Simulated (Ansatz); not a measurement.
C10H10Cl2Hf, SMILES `[Cl][Hf]12345678([Cl])([C@H]9[C@@H]1[C@@H]2[C@@H]3[C@H]94)[C@H]1[C@@H]5[C@@H]6[C@@H]7[C@H]18` at its PBE0-D4/def2-TZVP geometry, where that method's forces vanish. The species carries charge 0 and has multiplicity 1. Hf takes the def2 core potential.

```xyz
23

Cl    0.2356    1.6253   -2.3973
Hf    0.1216    0.6534   -0.1946
Cl    0.5530    2.6179    1.1337
C     2.2293   -0.4215   -1.1046
C     1.3810   -1.4542   -0.6523
C     1.2877   -1.3508    0.7581
C     2.0484   -0.2403    1.1626
C     2.6255    0.3394    0.0080
C    -1.7297   -1.0302   -0.0452
C    -2.1148   -0.1294   -1.0530
C    -2.3521    1.1283   -0.4492
C    -2.1240    0.9975    0.9308
C    -1.7138   -0.3283    1.1860
H     2.4808   -0.2167   -2.1329
H     0.9143   -2.2069   -1.2702
H     0.7313   -2.0090    1.4075
H     2.1515    0.1289    2.1715
H     3.2322    1.2316   -0.0137
H    -1.4887   -2.0730   -0.1844
H    -2.1876   -0.3457   -2.1081
H    -2.6241    2.0354   -0.9668
H    -2.1923    1.7881    1.6609
H    -1.4651   -0.7396    2.1531
```

What forces (eV/Å) does ωB97M-V/def2-TZVPP give on these atoms in the Gaussian-basis code of Ansatz? (Best estimate.)

Ansatz gave: 
```
Cl1  0.001  0.059 -0.102
Hf2 -0.016 -0.078  0.024
Cl3  0.031  0.100  0.055
C4   0.077  0.000 -0.125
C5  -0.058 -0.096 -0.102
C6  -0.035 -0.086  0.105
C7   0.009  0.013  0.147
C8   0.076  0.122 -0.027
C9  -0.004 -0.138 -0.038
C10 -0.020 -0.063 -0.134
C11 -0.029  0.133 -0.048
C12 -0.061  0.094  0.099
C13  0.031 -0.038  0.143
H14 -0.020 -0.012  0.071
H15  0.027  0.042  0.037
H16  0.024  0.041 -0.037
H17 -0.010 -0.023 -0.064
H18 -0.039 -0.053  0.000
H19 -0.007  0.063  0.007
H20  0.007  0.014  0.071
H21  0.022 -0.060  0.034
H22  0.010 -0.057 -0.054
H23 -0.015  0.024 -0.060
```
